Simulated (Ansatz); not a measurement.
Ansatz (a quantum-chemistry and plane-wave program) input (CCSD(T)/def2-SVPD):

Ansatz 0.2 input:
```yaml
crystal:
  periodic: [false, false, false]
  atoms:
    - {symbol: Cu, position_ang: [-0.00000000, -0.00000000, -0.80506115]}
    - {symbol: Cl, position_ang: [0.00000000, 0.00000000, 1.37333961]}
basis:
  gaussian:
    orbitals: def2-SVPD
magnetization: {spin_polarized: true, initial_magnetization: 2}
correlation: {method: ccsd_t, electrons: outside_noble_gas}
output: {forces: true}
```

End of the output:

```
mean field evaluation 800: about -57088.4874 eV, gradient 2.3e1 eV
mean field evaluation 832: about -57091.7753 eV, gradient 9.1e-4 eV
mean field evaluation 864: about -57087.9972 eV, gradient 7.2e-3 eV
mean field evaluation 896: about -57088.1291 eV, gradient 3.4e-3 eV
mean field evaluation 928: about -57087.9338 eV, gradient 4.1e-3 eV
mean field evaluation 960: about -57087.6672 eV, gradient 4.5e-1 eV
mean field -57092.19102193 eV, -2098.0993215788 hartree, gradient 3.1e-6 eV, S^2 2.003228; 9 other end points of the search recorded, 0 dependent functions left out
determinant -57092.19102193 eV, -2098.0993215788 hartree, with singles and doubles -57101.97513404 eV, -2098.4588810669 hartree
determinant -57091.99362192 eV, -2098.0920672623 hartree, with singles and doubles -57101.75166243 eV, -2098.4506686368 hartree
determinant -57091.77533096 eV, -2098.0840452177 hartree, with singles and doubles -57101.44489599 eV, -2098.4393951782 hartree
determinant -57092.19102193 eV, -2098.0993215788 hartree, with singles and doubles -57101.99166771 eV, -2098.4594886683 hartree
determinant -57091.99362192 eV, -2098.0920672623 hartree, with singles and doubles -57101.77895562 eV, -2098.4516716433 hartree
determinant -57091.77533096 eV, -2098.0840452177 hartree, with singles and doubles -57101.44599820 eV, -2098.4394356835 hartree
14 core orbitals not correlated
reference -57092.19102193 eV, -2098.0993215788 hartree; 10, 8 occupied and 37, 39 virtual orbitals, 608 factors
densities: 0.21 GiB planned
second order -9.54803274 eV of doubles, -0.00000000 eV of singles
coupled cluster: 0.18 GiB planned
cycle   1  -9.80064854 eV  change   -2.8e-6 eV  update   3.8e-6
cycle   2  -9.80064927 eV  change   -7.3e-7 eV  update   2.5e-6
cycle   3  -9.80065046 eV  change   -1.2e-6 eV  update   1.4e-6
cycle   4  -9.80065022 eV  change    2.4e-7 eV  update   4.7e-7
cycle   5  -9.80065016 eV  change    5.3e-8 eV  update   2.3e-7
cycle   6  -9.80065037 eV  change   -2.0e-7 eV  update   8.6e-8
perturbative correction -0.32335357 eV, -0.0118830246 hartree
the calculation of the forces begins
Total energy: -57102.31502587 eV, -2098.4713718613 hartree
Atom 0 at    -0.000000    -0.000000    -0.805061 Å, force     0.000000    -0.000000     0.000641 eV/Å
Atom 1 at     0.000000     0.000000     1.373340 Å, force    -0.000000     0.000000    -0.000641 eV/Å
Dipole moment:    -0.000000    -0.000000    -0.525986 e Å
```

The spin state was set by rule; other spins were not relaxed.
